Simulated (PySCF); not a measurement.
Level of theory: core-valence-separated Tamm–Dancoff BHandHLYP/aug-pcX-1 (pcseg-1 on H, def2-SVPD on Si, def2-SVPD on Ge) in PySCF, non-relativistic, gas phase, PBE0-D3(BJ)/def2-SVP geometry. No empirical shift is added; at this level the pattern usually sits a few eV under experiment.

Main lines of an unknown, eV (oscillator strength): C K: 285.3 (0.009), 286.1 (0.028), 286.1 (0.028), 286.4 (0.020), 287.0 (0.035); N K: 399.0 (0.014), 400.1 (0.025), 400.3 (0.011), 400.6 (0.005), 400.6 (0.008). Listed: the first five lines at most of each edge with a tenth or more of its strongest line's intensity; roots within 0.03 eV on the same or equivalent atoms are summed. Only the lowest roots were sought, and the top ones are left out.

Problem. Which candidate gives them?
A. `C[SiH](C)[NH][GeH3]`
B. `C[CH2][GeH2][NH][SiH3]`
C. `CC[N]([SiH3])[GeH3]`
D. `[GeH3][SiH2]N(C)C`

Solution. C. 

- `CC[N]([SiH3])[GeH3]`: C K: 285.3 (0.009), 286.1 (0.028), 286.1 (0.028), 286.4 (0.020), 287.0 (0.035); N K: 399.0 (0.014), 400.1 (0.025), 400.3 (0.011), 400.6 (0.005), 400.6 (0.008). First C line listed at 285.3 eV, hole on the methyl carbon; first N line listed at 399.0 eV, hole on the silicon-bound nitrogen.
- `C[SiH](C)[NH][GeH3]`: C K: 285.6 (0.026), 285.8 (0.060), 285.8 (0.032), 286.8 (0.007); N K: 398.7 (0.007), 399.5 (0.032), 400.5 (0.012), 400.6 (0.013), 400.8 (0.005). First C line listed at 285.6 eV, hole on the Si-methyl carbon; first N line listed at 398.7 eV, hole on the silicon-bound nitrogen.
- `CN(C)[SiH2][GeH3]`: C K: 286.2 (0.026), 286.8 (0.051), 287.0 (0.058), 287.1 (0.043); N K: 399.7 (0.011), 400.7 (0.006), 400.7 (0.002), 401.0 (0.007), 401.3 (0.006). First C line listed at 286.2 eV, hole on the N-methyl carbon; first N line listed at 399.7 eV, hole on the silicon-bound nitrogen.
- `C[CH2][GeH2][NH][SiH3]`: C K: 285.4 (0.007), 285.5 (0.010), 285.9 (0.028), 286.0 (0.028), 286.1 (0.031); N K: 399.8 (0.028), 400.3 (0.034), 400.5 (0.017), 400.8 (0.005), 401.0 (0.004). First C line listed at 285.4 eV, hole on the methyl carbon; first N line listed at 399.8 eV, hole on the silicon-bound nitrogen.

One conformer each; other structures than these candidates weren't tested.

Shape of the structure used: `[CH3:1][CH2:2][N:3]([SiH3:4])[GeH3:5]`: C1–C2–N3–Si4 92°.
